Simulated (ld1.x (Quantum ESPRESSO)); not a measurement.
## B (Z = 5), RRKJ: configuration errors across variants

B (Z = 5), norm-conserving RRKJ (Kleinman–Bylander form), made with ld1.x (Quantum ESPRESSO) 7.5 (PBEsol, scalar-relativistic). Core [He], reference 2s2 2p1. Waves: 2s (bound): rc 1.40 bohr; 2p (bound): rc 3.70 bohr. Local part: all-electron potential smoothed inside 1.70 bohr (lloc = -1). Core correction: none. rho0 = 0.001.

All-electron excitation energies from the reference (eV): (1) 2s2 2p0 8.139; (2) 2s1 2p0 33.401; (3) 2s2 2p0.5 2.855; (4) 2s0 2p3 11.657; (5) 2s1 2p1 14.264; (6) 2s2 2p1.3 -0.724; (7) 2s1 2p2 5.819.

Errors AE − PS in meV (a dash: test not solved or not reliable):

| change | (1) | (2) | (3) | (4) | (5) | (6) | (7) | bound ghosts |
| --- | --- | --- | --- | --- | --- | --- | --- | --- |
| base | +230 | +669 | +36 | -186 | -101 | +3.9 | -48 | none |
| wave 2p (bound): rc 3.70 bohr becomes 2p (bound): rc 2.40 bohr | +38 | +156 | +4.8 | -23 | -16 | +0.4 | -5.5 | none |
| wave 2p (bound): rc 3.70 bohr becomes 2p (bound): rc 3.10 bohr | +114 | +367 | +16 | -94 | -56 | +1.5 | -24 | none |
| wave 2p (bound): rc 3.70 bohr becomes 2p (bound): rc 3.56 bohr | +190 | +565 | +29 | -154 | -87 | +3.0 | -39 | none |
| wave 2p (bound): rc 3.70 bohr becomes 2p (bound): rc 3.98 bohr | +304 | +856 | +49 | -246 | -125 | +5.7 | -64 | none |
| wave 2p (bound): rc 3.70 bohr becomes 2p (bound): rc 4.36 bohr | +394 | +1085 | +66 | -327 | -147 | +8.3 | -84 | none |
| wave 2p (bound): rc 3.70 bohr becomes 2p (bound): rc 5.00 bohr | +631 | +1681 | +114 | -570 | -183 | +17 | -147 | none |

(1) Give the same row for: wave 2p (bound): rc 3.70 bohr becomes 2p (bound): rc 5.38 bohr.

Answers

(1) +777, +2050, +145, -743, -190, +24, -191; bound ghosts: none.
